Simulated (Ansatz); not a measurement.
`C=C=[CH][GeH3]` + `CC(O)=S` → `CC(=S)[O][GeH3]` + `C=C=C`  (ligand exchange at a Ge–C bond)

Calculated with Ansatz (gas phase, PBE0-D4/def2-TZVP geometries, no zero-point term in ΔE). CCSD(T)/CBS is the MP2 limit (def2-TZVPP, def2-QZVPP) plus CCSD(T) − MP2 in def2-TZVPP, frozen cores. This one scheme is used for every species. DFT in def2-TZVPP. For Ge outer-core shells are correlated without core-valence functions, which leaves a few kJ/mol of doubt a bond. Scalar relativity is left out up to krypton. Each species was taken in one conformer, which may not be the lowest.

`C=C=[CH][GeH3]`:

Cartesian coordinates in Å:
```
C 0.169 -0.272 2.199
C -0.322 -0.289 0.994
C -0.779 -0.290 -0.221
Ge 0.282 0.384 -1.703
H 0.732 -1.115 2.585
H 0.023 0.581 2.852
H -1.776 -0.677 -0.418
H 1.624 0.889 -1.157
H -0.471 1.528 -2.403
H 0.517 -0.740 -2.728
```

`CC(O)=S`:

Cartesian coordinates in Å:
```
C -0.930 -0.264 -0.135
C 0.407 0.286 0.216
O 1.373 -0.330 -0.463
S 0.703 1.480 1.281
H -0.949 -1.337 0.078
H -1.100 -0.147 -1.209
H -1.715 0.239 0.422
H 2.212 0.072 -0.191
```

`CC(=S)[O][GeH3]`:

Cartesian coordinates in Å:
```
C 0.737 -1.124 -0.449
C 1.135 -0.126 0.595
S 2.543 -0.195 1.405
O 0.267 0.846 0.840
Ge -1.350 1.116 0.067
H -0.198 -1.619 -0.165
H 0.567 -0.622 -1.408
H 1.511 -1.875 -0.576
H -1.833 2.378 0.777
H -2.237 -0.103 0.353
H -1.143 1.324 -1.439
```

`C=C=C`:

Cartesian coordinates in Å:
```
C 0.114 -0.825 -0.997
C 0.000 0.000 0.000
C -0.114 0.825 0.997
H 0.741 -0.589 -1.851
H -0.413 -1.773 -1.005
H -0.887 1.587 1.010
H 0.559 0.776 1.846
```

(1) Is it downhill or uphill in electronic energy at CCSD(T)/CBS, and by how much? (Estimate.)

(2) What do these levels give: r2SCAN-D4, PBE0-D4, ωB97X-V, ωB97M-V, PBE0, HF/def2-TZVPP, MP2/def2-TZVPP, CCSD(T)/def2-TZVPP, HF/def2-QZVPP, MP2/def2-QZVPP, HF/CBS(def2), CCSD/CBS(def2)? (An estimate is asked.)

Largest T1 diagnostic among the species: 0.017.

## Answers

(1) Computed: Nearly level: ΔE = +2.2 kJ/mol.

(2) Ansatz gave: r2SCAN-D4 4.7, PBE0-D4 9.0, ωB97X-V 1.4, ωB97M-V 3.1, PBE0 11.1, HF/def2-TZVPP -3.3, MP2/def2-TZVPP 5.1, CCSD(T)/def2-TZVPP 2.4, HF/def2-QZVPP -5.4, MP2/def2-QZVPP 4.3, HF/CBS(def2) -5.6, CCSD/CBS(def2) 1.9 kJ/mol.

The D4 term adds −3.7 kJ/mol with B3LYP and −2.1 kJ/mol with PBE0; it sums over pairs of atoms, weighted by their polarisabilities, and B3LYP, whose exchange is more repulsive, gets the larger term. In def2-TZVPP, CCSD(T) changes the Hartree–Fock value by +5.7 kJ/mol (the triples alone add +0.3 kJ/mol) and MP2 by +8.4 kJ/mol.

B3LYP here is the variant with VWN-RPA as its local correlation; programs differ in this.
